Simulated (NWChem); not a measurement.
System: SiH4O; SMILES O[SiH3]

Input file for NWChem:

```
start job
memory heap 200 mb stack 900 mb global 1100 mb
geometry units angstroms noautosym nocenter noautoz
  Si    -0.020039    -0.495117     0.000000
  O     -0.075849     1.169752     0.000000
  H      0.682283    -1.032242     1.208873
  H     -1.433127    -0.959412     0.000000
  H      0.682283    -1.032242    -1.208873
  H      0.766438     1.632662     0.000000
end
basis spherical
  Si library def2-svp
  O library def2-svp
  H library def2-svp
end
dft
  xc b3lyp
  iterations 150
end
cosmo
  do_cosmo_smd true
  solvent toluene
end
task dft energy
```

The geometry was optimised at PBE0/def2-SVP. B3LYP is NWChem's, with the RPA form of VWN correlation. Solvent: toluene.

Level: B3LYP/def2-SVP with SMD (1 M gas to 1 M solution), gas-phase geometry. Reactions with the solvent are ignored.

Question: Predict the main results of this run. (B3LYP/def2-SVP, SMD on the gas-phase geometry.) Quantities: solvation free energy (kcal/mol); cavity-dispersion-structure term (kcal/mol); dipole in solution (D).

Answer: The solvation free energy (kcal/mol) is -2.1 and the cavity-dispersion-structure term (kcal/mol) comes out as -0.7. The dipole in solution (D) comes out as 1.51.
